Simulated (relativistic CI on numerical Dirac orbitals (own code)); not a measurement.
## Ru5+: 3p photoemission

Computed with this model: Dirac-Coulomb-Breit CI, separate exchange-only KLI orbitals for each configuration, QED by a radiative potential, valence Slater integrals scaled by 0.8, multiplet model of photoemission in the sudden approximation; configurations [Kr] 4d3 → [Ne] 3s2 3p5 3d10 4s2 4p6 4d3; 80 K; Lorentzian 2.8 eV and Gaussian 0.6 eV FWHM. Energies are those of the free ion, without screening or charge transfer. The energies are binding energies and can lie tens of eV above those of solids. S is read from ⟨S²⟩ = S(S + 1).

free ion: ground-state S = 1.48, centroid 556.35 eV. Peaks (eV, height): 548.8 (100), 571.6 (52).

Strongest unbroadened transitions for free ion:

| Energy (eV) | Relative strength |
| --- | --- |
| 548.38 | 78.4 |
| 548.45 | 36.4 |
| 548.50 | 57.9 |
| 548.72 | 19.7 |
| 549.02 | 100.0 |
| 549.33 | 20.7 |
| 549.73 | 1.9 |
| 550.52 | 3.4 |
| 550.61 | 0.6 |
| 550.64 | 0.9 |
| 550.66 | 1.4 |
| 550.99 | 2.2 |
| 551.18 | 0.5 |
| 551.66 | 0.5 |
| 571.31 | 85.2 |
| 571.65 | 59.9 |
| 571.78 | 16.6 |
| 573.13 | 0.7 |
